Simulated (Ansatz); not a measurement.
```xyz
4

P     0.0000    0.0000    0.1198
H     1.1008    0.0000   -0.5988
H    -0.5504    0.9533   -0.5988
H    -0.5504   -0.9533   -0.5988
```

Basis set: cc-pVDZ (spherical functions). Correlated methods keep 5 orbitals frozen. Charge 0, multiplicity 1.

Computed with Ansatz (development build ahead of 0.2.0); each method stands on the lowest determinant of its kind that the runs found. Restricted open shells among the atoms or ions are ROHF, correlated in semicanonical orbitals with singles.

The atomization energy at this shape (free ground-state atoms in the same class of orbitals less the molecule, no zero-point energy) of singlet PH3:

```csv
method,atomization energy
RHF,154.79 kcal/mol
```

Task: What does RHF-MP2 give?

Result: 199.06 kcal/mol. Caution: the shape is not the minimum.
